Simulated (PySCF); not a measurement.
# Structure from NMR data

The spectra below were simulated for a compound C3H12OSi3.

¹H NMR (400 MHz, computed): δ 5.85 (m, 1H), 5.70 (m, 1H), 5.28 (m, 1H), 5.03 (m, 1H), 4.02 (m, 1H), 3.60 (m, 1H), 2.00 (m, 1H), 1.51 (d, 3H), 1.51 (m, 1H), 0.72 (m, 1H).

¹³C{¹H} NMR (computed): δ 22.5, 20.5, 17.5.

Computational details: PBE0/pcSseg-1 with gauge-including orbitals, geometry: GFN2-xTB, in PySCF (no relativistic terms, in vacuum, fast rotation and ring inversion assumed for equivalent nuclei, one conformer).

Chemical shifts δ = σref − σ; ¹H and ¹³C vs TMS, all at this level.

What is the structure?

## Answers


Rings plus π bonds: 1 (1 ring in the answer). 3 carbon signals for 3 carbons: no two carbons are equivalent. Carbon types of the structure: 1 × CH, 1 × CH2, 1 × CH3, leaving 6 H on heteroatoms. δC 22.5: methyl carbon; a saturated carbon with 1 carbon neighbour and no heteroatom attached. δC 20.5: sp3 CH2 bonded to Si. δC 17.5: sp3 CH bonded to Si. δH 5.28, 5.03: hydrogen on a silicon bonded to C, O, in a 6-membered ring. δH 4.02, 3.60: hydrogen on a silicon bonded to C, Si, in a 6-membered ring. δH 2.00: hydrogen on an sp3 CH bonded to Si. δH 1.51: hydrogen on a methyl carbon.

These data were computed for SMILES [SiH2]1[C@@H](C)C[SiH2]O[SiH2]1.

This is the structure that produced the data.

Shifts are as computed. Against solution values, carbons near 30 ppm lie about +3 ppm off and those near 130 ppm about +5 ppm. Of 1309 compounds with measured shifts, 239 miss one by over three times the rms of a fit or turn the order of signals round; such compounds aren't used in these exercises. No couplings were computed; multiplicities are counted from neighbouring protons, with m where these are inequivalent, close in shift, in a saturated or five-membered ring or joined by F or P, and br s for small geminal =CH2 splittings.
